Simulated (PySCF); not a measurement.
Computed shifts of a molecule C₄H₅FO, PBE/pcSseg-1 (PySCF), GIAO, gas phase, equivalent atoms averaged, in ppm (number of nuclei): ¹³C: 199.0 (1), 80.5 (1), 37.7 (1), 17.1 (1). ¹⁹F: -249.2 (1). ¹H: 9.18 (1), 5.01 (1), 2.17 (1), 1.82 (1), 1.57 (1). References: ¹⁷O against H2O (σ = 334.3 ppm); ¹³C against TMS (σ = 182.0 ppm); ¹⁹F against CFCl3 (σ = 133.6 ppm); ¹H against TMS (σ = 31.49 ppm), references at their B3LYP-D3(BJ)/def2-TZVP geometries, non-relativistic. Geometry: B3LYP-D3(BJ)/def2-SVP. One conformer was computed; it need not be the lowest.

Question: Pick the molecule that these values belong to.
A. O=C[C@@H]1C[C@H]1F
B. C[C@H]1C=C(F)O1
C. COC=C=CF
D. O=CC/C=C/F

Answer: A, O=C[C@@H]1C[C@H]1F
